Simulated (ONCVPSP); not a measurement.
**boron (B): what ONCVPSP 4.0.1 does with a changed input**

Command:

```bash
oncvpspnr.x < B.dat > B.out
```

Input:

```
# ATOM AND REFERENCE CONFIGURATION
# atsym  z   nc   nv     iexc    psfile
  B 5.00    1    2  -001012      upf
#
#   n    l    f
    1    0    2.00
    2    0    2.00
    2    1    1.00
#
# PSEUDOPOTENTIAL AND OPTIMIZATION
# lmax
    2
#
#   l,   rc,      ep,       ncon, nbas, qcut
    0    1.35    0.00    4    8    5.20
    1    2.65    0.00    4    8    6.10
    2    2.15    0.21    4    7    4.70
#
# LOCAL POTENTIAL
# lloc, lpopt,  rc(5),   dvloc0
    4    2    1.15    0.00
#
# VANDERBILT-KLEINMAN-BYLANDER PROJECTORs
# l, nproj, debl
    0    3    1.20
    1    3    2.70
    2    2    0.00
#
# MODEL CORE CHARGE
# icmod, fcfact, rcfact
    3    4.75    1.30
#
# LOG DERIVATIVE ANALYSIS
# epsh1, epsh2, depsh
   -2.00    5.00    0.02
#
# OUTPUT GRID
# rlmax, drl
    6.00    0.01
#
# TEST CONFIGURATIONS
# ncnf
    4
# nvcnf
#   n    l    f
    2
    2    0    2.00
    2    1    0.00
#
    2
    2    0    1.00
    2    1    0.00
#
    2
    2    0    2.00
    2    1    0.50
#
    2
    2    0    1.00
    2    1    2.00
#
```

Output (end):

```
    Energy error per electron        Cutoff
         Ha          eV             Ha
         0.01000     0.27211        6.37
         0.00100     0.02721        9.26
         0.00010     0.00272       11.69
         0.00001     0.00027       13.71

Calculating optimized projector #   2

 for l=   1

    Fraction of norm inside rc  0.223463
    Optimizing pswf for qcut=   6.10 a_B^-1,  ecut=  18.59 Ha
    Residual kinetic energy error=  8.05D-07 Ha

    Energy error per electron        Cutoff
         Ha          eV             Ha
         0.01000     0.27211       10.43
         0.00100     0.02721       12.98
         0.00010     0.00272       14.99
         0.00001     0.00027       16.61

Calculating optimized projector #   3

 for l=   1

    Fraction of norm inside rc  0.162152
    Optimizing pswf for qcut=   6.10 a_B^-1,  ecut=  18.59 Ha
    Residual kinetic energy error=  7.18D-05 Ha

    Energy error per electron        Cutoff
         Ha          eV             Ha
         0.01000     0.27211       13.75
         0.00100     0.02721       16.35
         0.00010     0.00272       18.85
         0.00001     0.00027       32.15

   Wellstate for l =  2  n =  3
     eigenvalue =   0.2100
     asymptotic potential =   0.7100
     half-point radius =  7.8932
oncvpsp: ERROR debl =   1.200������@

�[   0.000�k
for l=
```

Task: This input was made by a single change from one that runs to its end. What was changed?

Result: The change: debl of l = 2 set to 0.00 Ha. The program stops during the generation: "oncvpsp: ERROR debl = 1.200������@". (oncvpspnr.x prints a scalar-relativistic banner.)
